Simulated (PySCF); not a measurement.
# How the method changes the shape and vibrations of ClGeH3O2

Calculated results; nothing here was measured. The program is PySCF 2.14.0, an open-source quantum chemistry code, run on an isolated molecule that a program drew, which may never have been made. The molecule is ClGeH3O2 (charge 0, singlet), drawn as the SMILES string `[OH][GeH]([OH])[Cl]`.

The geometry was optimised and harmonic frequencies were computed with HF and MP2, all in the cc-pV(D+d)Z basis, for the commonest isotopes, with a restricted reference for singlets and an unrestricted one otherwise, and a frozen core in MP2. Germanium has the cc-pVDZ-PP basis, with a core potential (ECP10MDF) in place of its 10 inner electrons, and its 3s, 3p and 3d shells are frozen in MP2. Each result is a local minimum of its method.

Geometry at the HF minimum:
```xyz
7
ClGeH3O2, angstrom
O     2.0695    1.1758    1.0126
Ge    1.5221   -0.4655    0.7764
O    -0.1365   -0.4156    0.2025
Cl    2.6738   -1.4235   -0.7837
H     1.8626    1.7797    0.3122
H     1.7106   -1.2180    2.0687
H    -0.3487   -1.0296   -0.4870
```

Lengths of the bonds as drawn, in Å (atoms numbered as above):
```
   bond     HF    MP2
 O1-Ge2  1.746  1.778
 Ge2-O3  1.756  1.789
Ge2-Cl4  2.163  2.168
  O1-H5  0.948  0.970
 Ge2-H6  1.507  1.517
  O3-H7  0.947  0.970
```

Rotational constants, in GHz:
```
constant     HF    MP2
       A  5.638  5.458
       B  2.881  2.857
       C  2.224  2.175
```

Harmonic frequencies in cm^-1, each column in rising order, so a row needn't be the same motion in every method:
```
rank,HF,MP2
1,132,109
2,180,177
3,211,210
4,257,242
5,313,303
6,431,?
7,757,716
8,774,724
9,787,747
10,809,763
11,953,937
12,976,953
13,2357,2283
14,4145,3845
15,4152,3847
```

**Estimate the missing MP2 frequency from the HF column.**

A single factor s that minimises the squared misfit of MP2 against s times HF over the other rows is sum(HF x MP2) / sum(HF^2) = 0.9355, with an rms misfit of 30 cm^-1. For rank 6 it gives 0.9355 x 431 = 403 cm^-1. The calculation gives 425 cm^-1, 22 cm^-1 above the estimate. The drawn bonds are on average 1.6 % longer in MP2 than in HF.
